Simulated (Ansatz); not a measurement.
# Molecular dynamics of AlFH4OSi

Input file:

```yaml
crystal:
  periodic: [false, false, false]
  atoms:
    - { symbol: Al, position_ang: [-0.084269, 0.006774, -0.209305] }
    - { symbol: O, position_ang: [-0.904506, -0.226538, 1.250219] }
    - { symbol: Si, position_ang: [-1.404085, -0.449916, 2.815555] }
    - { symbol: H, position_ang: [-2.574691, -1.362982, 2.833605] }
    - { symbol: H, position_ang: [-0.309204, -1.04438, 3.623472] }
    - { symbol: H, position_ang: [-1.792825, 0.857268, 3.403381] }
    - { symbol: F, position_ang: [1.586723, 0.105015, -0.163171] }
    - { symbol: H, position_ang: [-0.807642, 0.134059, -1.585757] }
basis:
  gaussian: { orbitals: cc-pVDZ }
hamiltonian:
  xc: hf
md:
  timestep: 3.0
  n_steps: 40
  ensemble: nvt_langevin
  temperature: 1000.0
  initial_velocities: maxwell_boltzmann
  seed: 30849
  friction: 0.001
```

Launched with:

```bash
$ ansatz run input.yaml --threads 1 --pin off --max-ram 2048MiB --backend cpu --events-out ev --progress --plain --runs-dir out
```

It starts from a relaxed structure.

Output, in part (step lines, the closing report, with atoms numbered from 0):

```
md step     0: t =     0.00 fs  T =   875.0 K  F+E_penalty+E_count = -19256.05769166 eV  E_kin = 0.904820 eV  (34 SCF iters)
md step     1: t =     3.00 fs  T =   597.0 K  F+E_penalty+E_count = -19255.63014494 eV  E_kin = 0.617327 eV  (35 SCF iters)
md step     2: t =     6.00 fs  T =   433.2 K  F+E_penalty+E_count = -19255.51974211 eV  E_kin = 0.447961 eV  (35 SCF iters)
md step     3: t =     9.00 fs  T =   507.4 K  F+E_penalty+E_count = -19255.59841105 eV  E_kin = 0.524705 eV  (35 SCF iters)
md step     4: t =    12.00 fs  T =   348.7 K  F+E_penalty+E_count = -19255.42968750 eV  E_kin = 0.360617 eV  (34 SCF iters)
md step     5: t =    15.00 fs  T =   541.5 K  F+E_penalty+E_count = -19255.77632521 eV  E_kin = 0.559907 eV  (35 SCF iters)
md step     6: t =    18.00 fs  T =   523.9 K  F+E_penalty+E_count = -19255.72792534 eV  E_kin = 0.541741 eV  (35 SCF iters)
md step     7: t =    21.00 fs  T =   459.0 K  F+E_penalty+E_count = -19255.59884859 eV  E_kin = 0.474653 eV  (35 SCF iters)
md step     8: t =    24.00 fs  T =   596.0 K  F+E_penalty+E_count = -19255.75473013 eV  E_kin = 0.616290 eV  (35 SCF iters)
md step     9: t =    27.00 fs  T =   508.1 K  F+E_penalty+E_count = -19255.61915170 eV  E_kin = 0.525454 eV  (35 SCF iters)
md step    10: t =    30.00 fs  T =   553.6 K  F+E_penalty+E_count = -19255.71596691 eV  E_kin = 0.572477 eV  (34 SCF iters)
md step    11: t =    33.00 fs  T =   620.9 K  F+E_penalty+E_count = -19255.74212460 eV  E_kin = 0.642056 eV  (35 SCF iters)
md step    12: t =    36.00 fs  T =   515.6 K  F+E_penalty+E_count = -19255.54851095 eV  E_kin = 0.533159 eV  (36 SCF iters)
md step    13: t =    39.00 fs  T =   709.8 K  F+E_penalty+E_count = -19255.83720819 eV  E_kin = 0.733962 eV  (35 SCF iters)
md step    14: t =    42.00 fs  T =   600.1 K  F+E_penalty+E_count = -19255.65036881 eV  E_kin = 0.620508 eV  (35 SCF iters)
md step    15: t =    45.00 fs  T =   690.6 K  F+E_penalty+E_count = -19255.83319713 eV  E_kin = 0.714119 eV  (35 SCF iters)
md step    16: t =    48.00 fs  T =   555.4 K  F+E_penalty+E_count = -19255.65160639 eV  E_kin = 0.574366 eV  (34 SCF iters)
md step    17: t =    51.00 fs  T =   485.5 K  F+E_penalty+E_count = -19255.55346792 eV  E_kin = 0.502086 eV  (35 SCF iters)
md step    18: t =    54.00 fs  T =   658.2 K  F+E_penalty+E_count = -19255.75847552 eV  E_kin = 0.680626 eV  (35 SCF iters)
md step    19: t =    57.00 fs  T =   576.6 K  F+E_penalty+E_count = -19255.62959345 eV  E_kin = 0.596242 eV  (59 SCF iters)
md step    20: t =    60.00 fs  T =   731.9 K  F+E_penalty+E_count = -19255.90566727 eV  E_kin = 0.756835 eV  (35 SCF iters)
md step    21: t =    63.00 fs  T =   593.1 K  F+E_penalty+E_count = -19255.71563623 eV  E_kin = 0.613300 eV  (35 SCF iters)
md step    22: t =    66.00 fs  T =   511.0 K  F+E_penalty+E_count = -19255.64947673 eV  E_kin = 0.528380 eV  (34 SCF iters)
md step    23: t =    69.00 fs  T =   457.5 K  F+E_penalty+E_count = -19255.58039412 eV  E_kin = 0.473103 eV  (34 SCF iters)
md step    24: t =    72.00 fs  T =   417.0 K  F+E_penalty+E_count = -19255.54871577 eV  E_kin = 0.431193 eV  (35 SCF iters)
md step    25: t =    75.00 fs  T =   423.7 K  F+E_penalty+E_count = -19255.56228540 eV  E_kin = 0.438157 eV  (35 SCF iters)
md step    26: t =    78.00 fs  T =   562.4 K  F+E_penalty+E_count = -19255.67429971 eV  E_kin = 0.581556 eV  (35 SCF iters)
md step    27: t =    81.00 fs  T =   544.1 K  F+E_penalty+E_count = -19255.64478942 eV  E_kin = 0.562661 eV  (36 SCF iters)
md step    28: t =    84.00 fs  T =   594.2 K  F+E_penalty+E_count = -19255.66253968 eV  E_kin = 0.614424 eV  (35 SCF iters)
md step    29: t =    87.00 fs  T =   468.5 K  F+E_penalty+E_count = -19255.55132369 eV  E_kin = 0.484483 eV  (35 SCF iters)
md step    30: t =    90.00 fs  T =   469.8 K  F+E_penalty+E_count = -19255.56818601 eV  E_kin = 0.485793 eV  (35 SCF iters)
md step    31: t =    93.00 fs  T =   576.0 K  F+E_penalty+E_count = -19255.73340376 eV  E_kin = 0.595655 eV  (35 SCF iters)
md step    32: t =    96.00 fs  T =   450.9 K  F+E_penalty+E_count = -19255.57416534 eV  E_kin = 0.466271 eV  (35 SCF iters)
md step    33: t =    99.00 fs  T =   529.3 K  F+E_penalty+E_count = -19255.69197813 eV  E_kin = 0.547382 eV  (35 SCF iters)
md step    34: t =   102.00 fs  T =   444.7 K  F+E_penalty+E_count = -19255.54874135 eV  E_kin = 0.459817 eV  (35 SCF iters)
md step    35: t =   105.00 fs  T =   499.9 K  F+E_penalty+E_count = -19255.61460034 eV  E_kin = 0.516964 eV  (35 SCF iters)
md step    36: t =   108.00 fs  T =   497.4 K  F+E_penalty+E_count = -19255.60997921 eV  E_kin = 0.514399 eV  (35 SCF iters)
md step    37: t =   111.00 fs  T =   428.8 K  F+E_penalty+E_count = -19255.55589249 eV  E_kin = 0.443389 eV  (36 SCF iters)
md step    38: t =   114.00 fs  T =   404.0 K  F+E_penalty+E_count = -19255.53742622 eV  E_kin = 0.417775 eV  (36 SCF iters)
md step    39: t =   117.00 fs  T =   362.9 K  F+E_penalty+E_count = -19255.45991483 eV  E_kin = 0.375280 eV  (36 SCF iters)
md step    40: t =   120.00 fs  T =   429.7 K  F+E_penalty+E_count = -19255.54232868 eV  E_kin = 0.444339 eV  (59 SCF iters)
Total energy: -19255.54232868 eV, -707.6281287035 hartree
Atom 0 at    -0.254433     0.758394    -0.180616 Å, force    -0.432839    -1.628456     1.064701 eV/Å
Atom 1 at    -1.320786     0.140200     1.033688 Å, force     1.331469    -0.109565     1.096428 eV/Å
Atom 2 at    -0.878901    -0.635321     2.527357 Å, force    -1.641448     0.496185    -1.709074 eV/Å
Atom 3 at     0.370120    -1.381866     2.481236 Å, force     0.893233     0.433076     0.029885 eV/Å
Atom 4 at    -1.069323     0.405844     3.566420 Å, force     0.385000    -0.152605     0.156050 eV/Å
Atom 5 at    -1.803563    -1.750870     2.698029 Å, force    -0.689432    -0.178682     0.287471 eV/Å
Atom 6 at     1.163476    -0.130820    -0.134221 Å, force     0.399203     0.218340    -0.171379 eV/Å
Atom 7 at    -0.510427     1.736590    -1.275056 Å, force    -0.245187     0.921706    -0.754080 eV/Å
Dipole moment:    -0.052318     0.342624     0.033226 e Å
```

The run went to its last step. The mean temperature of the second half is 50 % below the set value. A step of 3 fs is long for free X–H stretches (periods near 10 fs) and can bias their spread and the temperature. A run of 0.12 ps of so small a system gives no equilibrium averages.

The same pairs are bonded in the first frame and the last. Pairs count as bonded within 1.25 times the sum of covalent radii (0.12 Å more for H–H).

Last frame:

```xyz
8
Properties=species:S:1:pos:R:3
Al -0.254 0.758 -0.181
O -1.321 0.140 1.034
Si -0.879 -0.635 2.527
H 0.370 -1.382 2.481
H -1.069 0.406 3.566
H -1.804 -1.751 2.698
F 1.163 -0.131 -0.134
H -0.510 1.737 -1.275
```

Run time: 69 s on 1 thread of Arm Neoverse V1 (shared host), peak memory 0.15 GiB.
